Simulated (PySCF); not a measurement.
Cost of excited-state runs on `O=COC1=COCOCC1`, C$_{6}$H$_{8}$O$_{4}$

Geometry:
```json
{"atom": "O1", "x (Å)": "2.505", "y (Å)": "-0.003", "z (Å)": "-1.702"}
{"atom": "C2", "x (Å)": "2.869", "y (Å)": "-0.192", "z (Å)": "-0.581"}
{"atom": "O3", "x (Å)": "2.133", "y (Å)": "-0.183", "z (Å)": "0.521"}
{"atom": "C4", "x (Å)": "0.748", "y (Å)": "0.040", "z (Å)": "0.408"}
{"atom": "C5", "x (Å)": "0.228", "y (Å)": "0.952", "z (Å)": "1.229"}
{"atom": "O6", "x (Å)": "-1.067", "y (Å)": "1.358", "z (Å)": "1.284"}
{"atom": "C7", "x (Å)": "-1.812", "y (Å)": "1.212", "z (Å)": "0.099"}
{"atom": "O8", "x (Å)": "-2.330", "y (Å)": "-0.055", "z (Å)": "-0.132"}
{"atom": "C9", "x (Å)": "-1.416", "y (Å)": "-1.135", "z (Å)": "-0.014"}
{"atom": "C10", "x (Å)": "-0.009", "y (Å)": "-0.852", "z (Å)": "-0.541"}
{"atom": "H11", "x (Å)": "3.913", "y (Å)": "-0.406", "z (Å)": "-0.291"}
{"atom": "H12", "x (Å)": "0.846", "y (Å)": "1.469", "z (Å)": "1.950"}
{"atom": "H13", "x (Å)": "-2.681", "y (Å)": "1.869", "z (Å)": "0.202"}
{"atom": "H14", "x (Å)": "-1.190", "y (Å)": "1.551", "z (Å)": "-0.750"}
{"atom": "H15", "x (Å)": "-1.878", "y (Å)": "-1.945", "z (Å)": "-0.582"}
{"atom": "H16", "x (Å)": "-1.348", "y (Å)": "-1.436", "z (Å)": "1.042"}
{"atom": "H17", "x (Å)": "-0.044", "y (Å)": "-0.433", "z (Å)": "-1.550"}
{"atom": "H18", "x (Å)": "0.526", "y (Å)": "-1.803", "z (Å)": "-0.605"}
```

PySCF with density fitting, on 1 thread of an Arm Neoverse N1, shared host. Command: `OMP_NUM_THREADS=1 python excited_run.py task.json out`

How long does each of these runs take, and how much memory?
- magnetisability and related constants, B3LYP/pcSseg-1; usual settings
- magnetisability and related constants, KT2/3-21G; IEF-PCM cyclohexane


| run | level | basis functions | wall time | peak memory (GiB) |
| --- | --- | --- | --- | --- |
| magnetisability and related constants | B3LYP/pcSseg-1 | 210 | 72 s | 0.99 |
| magnetisability and related constants | KT2/3-21G | 106 | 24 s | 0.53 |

Times from a shared host are rough.
